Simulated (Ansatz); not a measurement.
`FC(F)=[CH][AlH2]` + `C[NH][AlH2]` → `C[N]([AlH2])[AlH2]` + `C=C(F)F` at 298.15 K and 1 bar (ligand exchange at the Al–C bond).

Isolated molecules relaxed with PBE0-D4/def2-TZVP in Ansatz; ΔE leaves out vibrations. CCSD(T)/CBS is the MP2 limit (def2-TZVPP, def2-QZVPP) plus CCSD(T) − MP2 in def2-TZVPP, frozen cores.

```csv
species,CCSD(T)/CBS energy (Eh),H − E (kJ/mol),S (J/(mol·K))
`FC(F)=[CH][AlH2]`,-519.46323,124.9,326.7
`C[NH][AlH2]`,-338.38977,194.1,292.2
`C[N]([AlH2])[AlH2]`,-581.02164,208.7,354.4
`C=C(F)F`,-276.85281,109.1,264.6
```

H − E and S are ideal-gas, rigid-rotor, harmonic terms from PBE0-D4/def2-TZVP. 1 Eh = 2625.50 kJ/mol, R = 8.31446 J/(mol·K).

Task: By hand: ΔE, ΔH, ΔS and ΔG.

Result: ΔE = (-581.02164) + (-276.85281) − (-519.46323) − (-338.38977) = -0.02145 Eh = -56.3 kJ/mol. Δ(H − E) = 208.7 + 109.1 − 124.9 − 194.1 = -1.2, so ΔH = -57.5 kJ/mol. ΔS = 354.4 + 264.6 − 326.7 − 292.2 = 0.1 J/(mol·K). ΔG = -57.5 − 298.15 × (0.1)/1000 = -57.5 kJ/mol.

Task: By hand: the equilibrium constant, and the temperature at which ΔG would vanish if ΔH and ΔS stayed fixed.

Result: log₁₀ K = −ΔG/(RT ln 10) = 10.1. ΔH and −TΔS have one sign here, so there is no such temperature.

The number of gas molecules stays the same, so ΔS is small and ΔH decides. A doubt of 5 kJ/mol in ΔE shifts log₁₀ K by 0.9 here. Modes under 60 cm⁻¹, often nearly free rotors, make the harmonic entropy too high. These are equilibria of isolated gas molecules and say nothing of rates. Largest T1 diagnostic: 0.012 (customary marks: 0.02 for closed shells, 0.045 for open ones).

ΔS is within the doubt of such terms, so its sign, and with it that verdict, could turn.
